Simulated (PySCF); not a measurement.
Isomers of C7H5NO, one conformer each; single-point electronic energies without zero-point terms and without any empirical dispersion term.

Computed with PySCF at wB97X-D/pcSseg-2, non-relativistic, each on one gas-phase PBE0-D3(BJ)/def2-TZVP geometry that isn't relaxed in the solvent. The solvent is an IEF-PCM continuum (van der Waals radii × 1.2). Specific hydrogen bonds and non-electrostatic terms are outside this model.

```
            isomer  relative energy, gas (kcal/mol)  dipole (D)
`c1(c(C#N)cccc1)O`                              0.0        3.57
  `N#Cc1cccc(O)c1`                              1.9        3.66
    `N#COc1ccccc1`                             22.2        4.61
```

How do the relative energies look in chloroform (ε = 4.711)?

```csv
isomer,"relative energy, solvent (kcal/mol)",E(solvent) − E(gas) (kcal/mol),dipole in solvent (D)
`c1(c(C#N)cccc1)O`,0.0,-5.3,4.38
`N#Cc1cccc(O)c1`,0.0,-7.1,4.48
`N#COc1ccccc1`,22.8,-4.6,5.46
```

The order is unchanged, ties at the printed digit aside. Conformers: `[N:1]#[C:2][c:3]1[cH:4][cH:5][cH:6][cH:7][c:8]1[OH:9]` with C7–C8–O9–H 180°; `[N:1]#[C:2][c:3]1[cH:4][cH:5][cH:6][c:7]([OH:8])[cH:9]1` with C6–C7–O8–H 180°; `[N:1]#[C:2][O:3][c:4]1[cH:5][cH:6][cH:7][cH:8][cH:9]1` with C2–O3–C4–C5 180°. `N#Cc1cccc(O)c1` gains most from the continuum, while `N#COc1ccccc1` has the largest gas-phase dipole. The gains span 2.5 kcal/mol, the gas-phase energies 22.2 kcal/mol.
